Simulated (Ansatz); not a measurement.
Reactions of AlH5SSi (`[SiH3][AlH][SH]`).

Gas-phase electronic energies from Ansatz, PBE0-D4/def2-TZVP geometries. CCSD(T)/CBS is the MP2 limit (def2-TZVPP, def2-QZVPP) plus CCSD(T) − MP2 in def2-TZVPP, frozen cores. This one scheme is used for every species, atoms too. No spin–orbit coupling; open shells (•) take unrestricted orbitals. Spin–orbit coupling would lower the free atoms: a little for Al, S, Si. For Ga outer-core shells are correlated without core-valence functions, so the limit isn't a true one: a few kJ/mol of doubt a bond, and 10 to 20 or more in all where bonds break to atoms. Scalar relativity is left out up to krypton. Each species was taken in one conformer, which may not be the lowest.

Order these by ΔE at CCSD(T)/CBS, lowest first. (An estimate is asked.)
A. `[SiH3][AlH][SH]` + `N=[C](O)[GaH2]` → `N=[C](O)[AlH][SH]` + `[SiH3][GaH2]`
B. `[SiH3][AlH][SH]` + `C=N` → `C=[N][AlH][SH]` + SiH₄
C. `[SiH3][AlH][SH]` → `[AlH2][S][SiH3]`
D. `[SiH3][AlH][SH]` → Al• + 5 H• + S• + Si•
E. `[SiH3][AlH][SH]` + `O[SiH3]` → `[SiH3][O][AlH][SiH3]` + H₂S
F. `[SiH3][AlH][SH]` + `O[SiH2]F` → `F[SiH2]O[SiH3]` + `[AlH2][SH]`
G. `[SiH3][AlH][SH]` + `CBN[SiH3]` → `CBN([SiH3])[SiH3]` + `[AlH2][SH]`

F (-22.5 kcal/mol), B (-15.5 kcal/mol), C (-12.5 kcal/mol), E (-9.7 kcal/mol), G (-7.1 kcal/mol), A (-1.3 kcal/mol), D (+527.0 kcal/mol).

Largest T1 diagnostic: 0.018, for Al•.
